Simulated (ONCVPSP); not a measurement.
**Configuration tests for calcium (ONCV)**

| Quantity | Value |
| --- | --- |
| Element | calcium (Ca) |
| Generator | ONCVPSP 4.0.1 |
| Type | optimised norm-conserving Vanderbilt (ONCV) |
| Functional | PBEsol |
| Relativity | scalar-relativistic |
| Frozen core | [Ne] |
| Valence charge | 10 |
| Reference configuration | 3s2 3p6 4s2 |
| Partial waves | 3s+4s: rc 1.80 bohr, ncon 3, nbas 6, qcut 5.2 1/bohr, 2 projectors; 3p: rc 1.65 bohr, ncon 4, nbas 8, qcut 7.5 1/bohr, 3 projectors, debl 0.5 Ha; d scattering state at 0.38 Ha: rc 1.45 bohr, ncon 4, nbas 8, qcut 5.7 1/bohr, local |
| Local potential | the d channel |
| Core correction | none |

In the p channel the program set the typed energies aside and used -1.027, 0.250, 0.750 Ha. In the d channel the program set the typed energies aside and used 0.050 Ha.

Energies are relative to the spin-unpolarised reference configuration 3s2 3p6 4s2; without spin polarisation the order of configurations can differ from experiment.

| valence configuration | charge | ΔE all-electron (eV) | error AE − PS (meV) |
| --- | --- | --- | --- |
| 3s2 3p6 4s0 | +2 | 17.987 | -2.1 |
| 3s2 3p6 4s1.5 | +0.5 | 2.504 | -0.1 |

(1) What are ΔE and the potential's error for 3s2 3p6 4s1?

(2) What are ΔE and the potential's error for 3s1 3p6 4s2?

Results:

(1) ΔE = 6.305 eV all-electron; the error (AE − PS) is -0.4 meV.

(2) ΔE = 54.086 eV all-electron; the error (AE − PS) is -180 meV.
